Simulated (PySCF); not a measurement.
## Computed properties of BH₆NO₂Si, SMILES OB(O)N[SiH3]

BH6NO2Si, SMILES N(B(O)O)[SiH3]. The structure is a stationary point at TPSSh-D3(BJ)/def2-SVP. This is a generated structure with no PubChem entry under its InChIKey; it may be hypothetical. The values are those of a single conformer. All values are computed for the isolated molecule unless a solvent is named; none is compared with measurement here.

**Structure.** The optimised structure has Cs symmetry. All 27 harmonic modes at TPSSh-D3(BJ)/def2-SVP (PySCF) are real, so it is a minimum. With heavy atoms numbered as in [SiH3:1][NH:2][B:3]([OH:4])[OH:5], the shortest bond between them is B3–O4 at 1.374 Å and the longest Si1–N2 at 1.756 Å.

**Vibrations.** The strongest infrared lines (harmonic, unscaled, degenerate partners summed) lie at 1467 cm⁻¹ (609 km/mol, B 62 %, N 16 %, O 12 %, H 10 %), 1442 cm⁻¹ (341 km/mol, B 71 %, O 14 %, H 9 %), 967 cm⁻¹ (274 km/mol, H 92 %). The softest mode is at 95 cm⁻¹ and the zero-point energy is 47.6 kcal/mol.

**Electronic structure.** r2SCAN/def2-TZVP (PySCF) places the frontier levels at -6.60 and -0.09 eV, a gap of 6.51 eV, and gives a dipole moment of 2.20 D and a mean polarisability of 54.7 bohr³. PBE/def2-TZVP (PySCF) at the same geometry gives -6.28 and -0.69 eV, so its gap is 0.92 eV narrower. An orbital gap is neither the optical nor the fundamental gap.

**Excitations.** TDA-ωB97X/def2-SVPD (PySCF) has S1 at 6.86 eV (181 nm, f = 0.005, weak); the most intense of the 10 singlets computed lies at 8.52 eV (f = 0.16). T1 (TDA) is at 6.69 eV, 0.17 eV under S1. TDA-PBE/def2-SVPD (PySCF) puts S1 at 5.41 eV. No vertical singlet excitation falls in the visible range (under 3.1 eV).

**NMR.** GIAO shifts at B3LYP/pcSseg-1 (PySCF) (non-relativistic, atoms alike by connectivity averaged): ¹H from 1.0 to 4.7 ppm against TMS; ²⁹Si at -58.2 ppm against TMS; ¹¹B at 10.8 ppm against BF3.
